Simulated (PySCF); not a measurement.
Input file for PySCF: R-HF/3-21G on AsGeH5 (SMILES [GeH3][AsH2]), a point of a torsion scan.

```python
from pyscf import gto, scf, dft, mp
from pyscf.data.elements import chemcore

mol = gto.M(
    atom='''
    Ge   -0.79967330    0.06254274   -0.02203672
    As    1.57324580   -0.00992509    0.00340446
    H    -1.50643117   -0.89990134   -0.94186785
    H    -1.35523734    1.41293512   -0.39270632
    H    -1.41094924   -0.21493446    1.32777253
    H     1.62751034    0.32125216   -1.46003196
    H     1.57457035   -1.47112140   -0.34025039
    ''',
    basis='3-21g',
    charge=0, spin=0, verbose=3, max_memory=1800)
mf = scf.RHF(mol)
mf.conv_tol = 1e-8
mf.max_cycle = 100
mf.kernel()
if not mf.converged:
    mf = mf.newton().run(mf.mo_coeff, mf.mo_occ)
```

Program output:

```
converged SCF energy = -4291.6194834734
```

The calculation finished and met its thresholds.

Cost: very roughly 0.4 core-seconds.
